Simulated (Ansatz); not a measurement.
This geometry of AlH3O + GeH4O (11 atoms, charge 0, multiplicity 1) is a first-order saddle point.

Computed with Ansatz 0.2.0, RKS revPBE-D4/def2-SVP.

```xyz
11
Properties=species:S:1:pos:R:3
Ge 0.148 -0.110 -0.090
O 0.129 0.160 1.967
H -0.748 0.484 2.251
H 1.653 0.127 -0.342
H -0.661 1.240 -0.198
H -0.519 -0.974 -1.216
O 0.237 -1.914 1.026
Al 0.409 -3.622 0.807
H 0.509 -4.186 -0.683
H 0.442 -4.535 2.118
H 0.158 -1.042 1.867
```

Task: Which two structures does it join? (They come from a converged band through this point; their orientation in space is the band's.)

Result: Bonds broken: Ge1–O2, O7–H11. Bonds formed: Ge1–O7, O2–H11. AlH3O + GeH4O becomes AlGeH5O + H2O.

Initial state:

```xyz
11
Properties=species:S:1:pos:R:3
Ge -0.115 0.012 -0.009
O -0.050 0.016 1.804
H -0.910 -0.239 2.190
H 1.268 0.503 -0.468
H -1.308 0.879 -0.499
H -0.367 -1.461 -0.532
O 1.721 -2.211 1.321
Al 0.365 -3.125 0.719
H 0.678 -4.089 -0.512
H -1.026 -3.141 1.525
H 1.500 -1.515 1.968
```

Final state:

```xyz
11
Properties=species:S:1:pos:R:3
Ge 0.188 -0.403 -0.442
O 0.336 0.299 2.555
H -0.623 0.408 2.697
H 1.503 0.390 -0.266
H -1.080 0.444 -0.175
H 0.110 -1.035 -1.866
O 0.188 -1.794 0.734
Al 0.240 -3.525 0.679
H 0.349 -4.265 -0.732
H 0.166 -4.259 2.092
H 0.380 -0.630 2.231
```

Task: How far does it lie above each of them?

Result: 19.8 kcal/mol above the first and 21.4 kcal/mol above the second. This is the barrier of this one path; another mechanism may lie lower. The orbitals stay closed-shell, which can raise the energy where a bond breaks towards radicals; this wasn't checked here.

The run took 2.6 min on 4 threads of Intel(R) Xeon(R) Platinum 8375C CPU @ 2.90GHz (Ice Lake), on a shared host, peak memory 0.19 GiB.
